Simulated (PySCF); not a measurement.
**Selenium: a sound run and one with changed settings**

Sound run: Se [Ar] 3d10 4s2 4p4, Se⁺ [Ar] 3d10 4s2 4p3. Calculation: PySCF 2.14, in x2c-TZVPall (6s5p4d1f, 48 functions); scalar relativity by spin-free X2C-1e. In the sound run the correlated levels freeze [Ar] 3d10. The sound run starts from symmetry-adapted Hartree-Fock orbitals and uses a fine grid where one is needed.

Changed run: all electrons correlated in a basis built for the valence shell.

| species | method | sound run (hartree) | changed run (hartree) | converged |
| --- | --- | --- | --- | --- |
| Se | MP2 | -2428.16641 | -2428.36644 | yes |
| Se⁺ | MP2 | -2427.82770 | -2428.02586 | yes |

Ionisation energy of Se:

```json
{"method": "UHF", "sound run (eV)": "8.543", "changed run (eV)": "8.543"}
{"method": "MP2", "sound run (eV)": "9.217", "changed run (eV)": "9.268"}
{"method": "SCS-MP2", "sound run (eV)": "9.282", "changed run (eV)": "9.313"}
```

A valence basis has no tight correlating functions, so it recovers only part of the core correlation, and not evenly between atom and ion.

For comparison, NIST gives 9.752 eV between the lowest levels.
